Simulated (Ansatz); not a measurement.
# Energy profile

The step: GeNH₅ ([NH2][GeH3]) + CH₄ → CH₆Ge ([CH3][GeH3]) + NH₃; bonds formed: Ge1–C7, N2–H6; bonds broken: Ge1–N2, H6–C7 (atoms numbered as in the saddle structure below).

```json
{"atom": "Ge1", "x (Å)": "0.2064", "y (Å)": "-0.5763", "z (Å)": "-1.0430"}
{"atom": "N2", "x (Å)": "1.3386", "y (Å)": "0.4747", "z (Å)": "0.2332"}
{"atom": "H3", "x (Å)": "1.4324", "y (Å)": "-0.9421", "z (Å)": "-1.9622"}
{"atom": "H4", "x (Å)": "-0.3105", "y (Å)": "-1.9419", "z (Å)": "-0.5743"}
{"atom": "H5", "x (Å)": "-0.6734", "y (Å)": "0.3067", "z (Å)": "-1.9332"}
{"atom": "H6", "x (Å)": "0.3149", "y (Å)": "0.5741", "z (Å)": "0.7297"}
{"atom": "C7", "x (Å)": "-1.2561", "y (Å)": "0.2023", "z (Å)": "0.8398"}
{"atom": "H8", "x (Å)": "2.0326", "y (Å)": "-0.0641", "z (Å)": "0.7419"}
{"atom": "H9", "x (Å)": "1.7696", "y (Å)": "1.3132", "z (Å)": "-0.1445"}
{"atom": "H10", "x (Å)": "-1.4874", "y (Å)": "1.2108", "z (Å)": "1.2123"}
{"atom": "H11", "x (Å)": "-1.2683", "y (Å)": "-0.4793", "z (Å)": "1.6994"}
{"atom": "H12", "x (Å)": "-2.0988", "y (Å)": "-0.0783", "z (Å)": "0.2009"}
```

Electronic energies by CCSD(T) at an estimated basis limit (MP2 extrapolated from triple and quadruple zeta, plus CCSD(T) − MP2 in triple zeta), on PBE0-D4/def2-TZVP structures; CH9GeN, singlet; no counterpoise correction. Ansatz 0.2.0; basis: def2-TZVPP and def2-QZVPP; cores frozen in the correlated methods. Filled d shells of the heavier atoms are correlated. The def2 sets are not built for correlating such inner shells, so the correlated values are less sure here. Extrapolation: Hartree–Fock as exp(−7.88 √X), correlation as X^−2.97.

Task: Give the profile in kJ/mol, counted from the separated reactants. (To be estimated.)

Result: Computed:
```
                                                                                                                point  kJ/mol
separated: GeNH5 (linked as [NH2][GeH3]; Ge1, N2, H3, H4, H5, H8, H9; singlet) + CH4 (H6, C7, H10, H11, H12; singlet)     0.0
                                                                                                      start structure    -4.9
                                                                                                               saddle   259.7
                                                                                                        end structure     3.2
separated: CH6Ge (linked as [CH3][GeH3]; Ge1, H3, H4, H5, C7, H10, H11, H12; singlet) + NH3 (N2, H6, H8, H9; singlet)    12.7
```

The T1 diagnostic stays at or below 0.012.

For scale, one of the runs: CCSD(T)/def2-TZVPP, 236 basis functions (an equivalent command: `ansatz run in.yaml --threads 4`). The run took 2.2 min on 4 CPU threads (shared host), with 4.4 GiB of host memory at its peak.
